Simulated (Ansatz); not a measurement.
Mulliken charges of C$_{3}$H$_{5}$FGe, SMILES `FC#C[CH2][GeH3]` from ωB97M-V/def2-TZVPP in Ansatz (PBE0-D4/def2-TZVP geometry).

```csv
atom,x (Å),y (Å),z (Å),charge (e)
F1,2.084,-0.575,2.893,-0.150
C2,1.388,-0.651,1.825,0.305
C3,0.740,-0.741,0.824,-0.225
C4,-0.056,-0.790,-0.383,-0.372
Ge5,-0.789,0.990,-0.827,0.094
H6,-0.892,-1.485,-0.271,0.150
H7,0.542,-1.134,-1.231,0.150
H8,-1.677,1.473,0.329,0.019
H9,-1.625,0.887,-2.116,0.008
H10,0.370,1.974,-1.040,0.019
```

**Question.** By hand: the dipole of these point charges (1 e Å = 4.8032 D).

**Answer.** Σ q r = (-0.199, 0.121, -0.254) e Å, of length 0.345 e Å = 1.66 D.

**Question.** How does the dipole of the full density compare? (Estimate.)

**Answer.** Computed: (-0.123, -0.057, -0.205) e Å, 1.18 D; the point charges give 1.41 times that, at 35° from its direction.

Point charges leave out the atoms' own dipoles, such as those of lone pairs, and Mulliken's split depends on the basis, so the two needn't agree.
